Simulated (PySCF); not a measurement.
C₅H₁₁N, singlet, geometry from GFN2-xTB; DF-PBE0/pcseg-2 (PySCF).

PySCF was given this input:
```python
from pyscf import gto, scf, dft

mol = gto.M(
    atom='''
C     1.29180833    1.71638370   -0.57439802
C     0.87485598    0.80631856    0.28560008
C     0.25329565   -0.51134024   -0.09384461
C     0.98787936   -1.66329953    0.59213902
N    -1.16021228   -0.57990183    0.26402351
C    -2.00554336    0.33112900   -0.47871395
H     1.24547308    1.55040072   -1.63865555
H     1.70485131    2.66012096   -0.25814235
H     0.92502798    0.99577746    1.35162254
H     0.30963543   -0.64221735   -1.18084786
H     0.95352487   -1.54395075    1.67308422
H     0.51383295   -2.60573592    0.33328560
H     2.02786124   -1.68635920    0.27672081
H    -1.26085836   -0.40785473    1.26094410
H    -3.03374475    0.20357133   -0.14375006
H    -1.72713065    1.38994198   -0.37098506
H    -1.95076278    0.07046935   -1.53613609
''',
    basis='pcseg-2',
    verbose=4,
    max_memory=1800,
)

mf = dft.RKS(mol)
mf.xc = 'pbe0'
mf = mf.density_fit(auxbasis='def2-universal-jkfit')
mf.kernel()
```

Problem. What does PySCF print? Leave out banner, timings and long lists.

Solution. 
```
PySCF version 2.14.0

[INPUT] verbose = 4
[INPUT] num. atoms = 17
[INPUT] num. electrons = 48
[INPUT] charge = 0
[INPUT] spin (= nelec alpha-beta = 2S) = 0
[INPUT] symmetry False subgroup None
[INPUT] Mole.unit = angstrom
[INPUT] Symbol           X                Y                Z      unit          X                Y                Z       unit  Magmom
[INPUT]  1 C      1.291808330000   1.716383700000  -0.574398020000 AA    2.441163949132   3.243495117668  -1.085454944292 Bohr   0.0
[INPUT]  2 C      0.874855980000   0.806318560000   0.285600080000 AA    1.653238200638   1.523721247554   0.539705932354 Bohr   0.0
[INPUT]  3 C      0.253295650000  -0.511340240000  -0.093844610000 AA    0.478659407044  -0.966293010069  -0.177340611167 Bohr   0.0
[INPUT]  4 C      0.987879360000  -1.663299530000   0.592139020000 AA    1.866821434511  -3.143180574818   1.118980575468 Bohr   0.0
[INPUT]  5 N     -1.160212280000  -0.579901830000   0.264023510000 AA   -2.192483455557  -1.095855637834   0.498932124346 Bohr   0.0
[INPUT]  6 C     -2.005543360000   0.331129000000  -0.478713950000 AA   -3.789927681340   0.625743121901  -0.904638257509 Bohr   0.0
[INPUT]  7 H      1.245473080000   1.550400720000  -1.638655550000 AA    2.353603016719   2.929832744128  -3.096610201999 Bohr   0.0
[INPUT]  8 H      1.704851310000   2.660120960000  -0.258142350000 AA    3.221702059006   5.026900072615  -0.487818342652 Bohr   0.0
[INPUT]  9 H      0.925027980000   0.995777460000   1.351622540000 AA    1.748049539760   1.881746680415   2.554196424389 Bohr   0.0
[INPUT] 10 H      0.309635430000  -0.642217350000  -1.180847860000 AA    0.585126161162  -1.213614903944  -2.231479050179 Bohr   0.0
[INPUT] 11 H      0.953524870000  -1.543950750000   1.673084220000 AA    1.801900857262  -2.917644067317   3.161670959132 Bohr   0.0
[INPUT] 12 H      0.513832950000  -2.605735920000   0.333285600000 AA    0.971003549277  -4.924127241742   0.629818505261 Bohr   0.0
[INPUT] 13 H      2.027861240000  -1.686359200000   0.276720810000 AA    3.832102362221  -3.186757035641   0.522926543868 Bohr   0.0
[INPUT] 14 H     -1.260858360000  -0.407854730000   1.260944100000 AA   -2.382676982268  -0.770733738308   2.382839007386 Bohr   0.0
[INPUT] 15 H     -3.033744750000   0.203571330000  -0.143750060000 AA   -5.732946709337   0.384694060513  -0.271648243790 Bohr   0.0
[INPUT] 16 H     -1.727130650000   1.389941980000  -0.370985060000 AA   -3.263803909842   2.626609671236  -0.701060159705 Bohr   0.0
[INPUT] 17 H     -1.950762780000   0.070469350000  -1.536136090000 AA   -3.686407388195   0.133167771676  -2.902876500160 Bohr   0.0

nuclear repulsion = 244.376564965156
number of shells = 57
number of NR pGTOs = 463
number of NR cGTOs = 334
basis = pcseg-2
ecp = {}

******** <class 'pyscf.df.df_jk.DFRKS'> ********
method = DFRKS
initial guess = minao
damping factor = 0
level_shift factor = 0
DIIS = <class 'pyscf.scf.diis.CDIIS'>
diis_start_cycle = 1
diis_space = 8
diis_damp = 0
SCF conv_tol = 1e-09
SCF conv_tol_grad = None
SCF max_cycles = 50
direct_scf = False
XC library pyscf.dft.libxc version 7.1.2
    S. Lehtola, C. Steigemann, M. J. T. Oliveira, and M. A. L. Marques,  SoftwareX 7, 1–5 (2018)
XC functionals = pbe0
    C. Adamo and V. Barone,  J. Chem. Phys. 110, 6158 (1999)
    M. Ernzerhof and G. E. Scuseria,  J. Chem. Phys. 110, 5029 (1999)
radial grids:
    Treutler-Ahlrichs [JCP 102, 346 (1995); DOI:10.1063/1.469408] (M4) radial grids

becke partition: Becke, JCP 88, 2547 (1988); DOI:10.1063/1.454033
pruning grids: <function nwchem_prune>
grids dens level: 3
symmetrized grids: False
atomic radii adjust function: <function treutler_atomic_radii_adjust>
small_rho_cutoff = 0
Set gradient conv threshold to 3.16228e-05
Initial guess from minao.
tot grids = 192384
******** <class 'pyscf.df.df.DF'> ********
auxbasis = def2-universal-jkfit
init E= -252.100334493061
  HOMO = -0.27725273619379  LUMO = -0.0733856263627759  gap/eV = 5.54751
cycle= 1 E= -251.605282936308  delta_E= 0.495  |g|= 0.43  |ddm|= 2.87
  HOMO = -0.171600071565759  LUMO = 0.0379327845620079  gap/eV = 5.70168
cycle= 2 E= -251.60272310081  delta_E= 0.00256  |g|= 0.453  |ddm|= 0.913
  HOMO = -0.241790637383748  LUMO = 0.00736910466202634  gap/eV = 6.77998
cycle= 3 E= -251.654010463748  delta_E= -0.0513  |g|= 0.0545  |ddm|= 0.499
  HOMO = -0.232686623506889  LUMO = 0.00700464288656111  gap/eV = 6.52233
cycle= 4 E= -251.654434879217  delta_E= -0.000424  |g|= 0.0301  |ddm|= 0.0669
  HOMO = -0.236662629622603  LUMO = 0.00829551245673432  gap/eV = 6.66565
cycle= 5 E= -251.654632722696  delta_E= -0.000198  |g|= 0.00533  |ddm|= 0.029
  HOMO = -0.236329244572947  LUMO = 0.00807510820043777  gap/eV = 6.65058
cycle= 6 E= -251.654638075413  delta_E= -5.35e-06  |g|= 0.00253  |ddm|= 0.00603
  HOMO = -0.23629808498291  LUMO = 0.00801670616458416  gap/eV = 6.64814
cycle= 7 E= -251.654639628094  delta_E= -1.55e-06  |g|= 0.000401  |ddm|= 0.00212
  HOMO = -0.236281670052212  LUMO = 0.00805410726355671  gap/eV = 6.64872
cycle= 8 E= -251.654639666889  delta_E= -3.88e-08  |g|= 0.000105  |ddm|= 0.000542
  HOMO = -0.236280762996789  LUMO = 0.00804737233742081  gap/eV = 6.64851
cycle= 9 E= -251.654639669354  delta_E= -2.46e-09  |g|= 3.08e-05  |ddm|= 0.000116
  HOMO = -0.236279313167539  LUMO = 0.00804874688640655  gap/eV = 6.64851
cycle= 10 E= -251.654639669593  delta_E= -2.39e-10  |g|= 5.19e-06  |ddm|= 3.36e-05
  HOMO = -0.23627925617668  LUMO = 0.00804863850575988  gap/eV = 6.64850
Extra cycle  E= -251.654639669598  delta_E= -4.77e-12  |g|= 4.63e-06  |ddm|= 1.56e-05
converged SCF energy = -251.654639669598
```
